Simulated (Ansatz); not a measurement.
`[CH3][Ge]([CH3])([OH])[F]` + `[OH][GeH2][F]` → `[CH3][GeH]([OH])[F]` + `[CH3][GeH]([OH])[F]`  (formal exchange of groups at a C–Ge bond)

Program: Ansatz. Geometries: PBE0-D4/def2-TZVP. ΔE: electronic, gas phase. CCSD(T)/CBS adds triple-zeta CCSD(T) − MP2 to the extrapolated MP2 energy (def2 sets, frozen cores). DFT in def2-TZVPP. HSE06 is defined as in plane-wave codes. For Ge outer-core shells are correlated without core-valence functions, which leaves a few kJ/mol of doubt a bond. Scalar relativity is left out up to krypton. Each species was taken in one conformer, which may not be the lowest.

| level | ΔE (kJ/mol) | difference from CCSD(T)/CBS |
| --- | --- | --- |
| PBE-D4 | -3.6 | 0.5 |
| revPBE-D4 | -3.0 | 1.1 |
| r2SCAN0-D4 | -3.9 | 0.2 |
| BHLYP-D4 | -3.3 | 0.8 |
| ωB97X-V | -3.4 | 0.7 |
| r2SCAN | -4.3 | -0.2 |
| r2SCAN0 | -4.4 | -0.3 |
| HSE06 | -4.6 | -0.5 |
| BHLYP | -4.6 | -0.5 |
| LC-ωPBE | -4.2 | -0.1 |
| CCSD(T)/CBS | -4.1 | 0 |

Largest T1 diagnostic among the species: 0.012.

Leaving LDA and LC-ωPBE aside and taking each functional with its dispersion term where it has one, the values, not all of them listed here, spread over 1.8 kJ/mol, from B97M-V to revPBE-D4.
